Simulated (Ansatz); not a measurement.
CH5FGeOSi can be A, `F[SiH]1[CH2][GeH2][O]1`, or B, `F[C]1([GeH3])O[SiH2]1`.

Computed with Ansatz on PBE0-D4/def2-TZVP structures; ΔE is electronic, products minus reactants. CCSD(T)/CBS is the MP2 limit (def2-TZVPP, def2-QZVPP) plus CCSD(T) − MP2 in def2-TZVPP, frozen cores. DFT in def2-TZVPP. B3LYP here is the variant with VWN-RPA as its local correlation; programs differ in this. For Ge outer-core shells are correlated without core-valence functions, which leaves a few kJ/mol of doubt a bond. Scalar relativity is left out up to krypton.

A:

```xyz
10

F     0.339    1.663   -1.860
Si    0.562    0.260   -1.137
C     0.614    0.427    0.733
Ge   -1.036   -0.644    0.664
O    -0.798   -0.662   -1.151
H     1.710   -0.374   -1.821
H     1.443   -0.070    1.237
H     0.497    1.436    1.127
H    -0.968   -2.081    1.199
H    -2.364    0.044    1.009
```

B:

Z-matrix (Å, degrees):
```
C
Ge 1 1.971
O 1 1.427 2 115.2
F 1 1.374 2 111.1 3 -127.3
Si 1 1.828 2 128.7 3 71.5
H 2 1.534 1 108.7 3 -176.4
H 2 1.535 1 109.5 3 62.6
H 2 1.536 1 107.2 3 -57.3
H 5 1.478 1 123.4 2 -3.9
H 5 1.476 1 120.5 2 161.2
```

Task: Which isomer does CCSD(T)/CBS put lower? Give the gap. (Estimate.)

Result: Ansatz gave: A, by 476.9 kJ/mol.

Task: Give E(B) − E(A) in kJ/mol with B2PLYP, CCSD/def2-TZVPP, r2SCAN-D4, MP2/def2-TZVPP, CCSD(T)/def2-TZVPP, PBE-D4, B3LYP. (Best estimate.)

Result: Computed: B2PLYP 466.8, CCSD/def2-TZVPP 478.0, r2SCAN-D4 455.8, MP2/def2-TZVPP 491.4, CCSD(T)/def2-TZVPP 471.9, PBE-D4 426.4, B3LYP 449.3. None reverses the order clearly.

Task: Does the order hold for the free energy at 298.15 K (harmonic terms from PBE0-D4)? (Best estimate.)

Result: Ansatz gave: Yes: G(B) − G(A) = +456.2 kJ/mol.

Largest T1 diagnostic: 0.015.

From PBE to PBE0 (25 % exact exchange), in def2-TZVPP and without D4, E(B) − E(A) moves by +26.9 kJ/mol. Leaving LDA and LC-ωPBE aside and taking each functional with its dispersion term where it has one, the values, not all of them listed here, spread over 57.3 kJ/mol, from revPBE-D4 to PBE-QIDH. LDA lies +3.8 kJ/mol from PBE without D4.
